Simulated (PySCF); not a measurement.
C₂H₉NOSi, SMILES CC[Si@@H](N)O. Atoms are numbered in the order given.

```xyz
14

C      2.1396    -0.9327     0.2384
C      1.1525     0.1502     0.6832
Si    -0.3876     0.2730    -0.3838
N     -1.2236    -1.2306    -0.3122
O     -1.3690     1.5193     0.1655
H      3.0150    -0.9952     0.9052
H      1.6566    -1.9225     0.2190
H      2.5154    -0.7396    -0.7801
H      1.6474     1.1396     0.7082
H      0.8198    -0.0294     1.7238
H     -0.0320     0.5068    -1.8198
H     -1.4758    -1.6094     0.5967
H     -1.9605    -1.4248    -0.9837
H     -0.9939     2.4073     0.1363
```

Geometry optimised at r2SCAN-D4/def2-SVP. The structure was generated by enumeration; whether it is a known compound was not checked. The values are those of a single conformer.

All values below come from SMD-B3LYP/6-31G* (PySCF).

Solvation free energies are E(SMD) − E(gas) at the gas-phase geometry, for 1 M in both phases. In vacuum the dipole moment is 0.59 D.

```json
[
 {"solvent": "water", "ΔG(solv) (kcal/mol)": "-5.5", "its non-electrostatic (CDS) part": "4.1", "dipole (D)": "0.88"},
 {"solvent": "chlorobenzene", "ΔG(solv) (kcal/mol)": "-5.2", "its non-electrostatic (CDS) part": "-0.5", "dipole (D)": "0.76"},
 {"solvent": "methanol", "ΔG(solv) (kcal/mol)": "-8.4", "its non-electrostatic (CDS) part": "0.9", "dipole (D)": "0.87"}
]
```
